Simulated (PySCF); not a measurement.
AlClH2O.

```xyz
5

Al    -0.5432     0.5378     0.0000
H     -2.0755     0.8150     0.0000
Cl     0.2019    -1.4300     0.0000
O      0.5277     1.8421     0.0000
H      1.4832     1.7675     0.0000
```
Charge 0, spin multiplicity 1.

The structure is a stationary point at B3LYP-D3(BJ)/def2-TZVP. The values are those of a single conformer.

Level of theory: PySCF with B3LYP/pcSseg-2. Non-relativistic, no solvent.

Computed absolute GIAO shielding of each atom: isotropic value and principal components (ppm):
| atom | σ(iso) | σ11 | σ22 | σ33 | span |
|---|---|---|---|---|---|
| Al1 | 404.3 | 360.2 | 405.7 | 447.0 | 86.8 |
| H2 | 27.0 | 23.0 | 25.0 | 33.2 | 10.3 |
| Cl3 | 906.0 | 772.4 | 866.3 | 1079.4 | 307.1 |
| O4 | 260.5 | 191.5 | 269.2 | 320.7 | 129.1 |
| H5 | 29.2 | 22.4 | 23.9 | 41.4 | 19.0 |
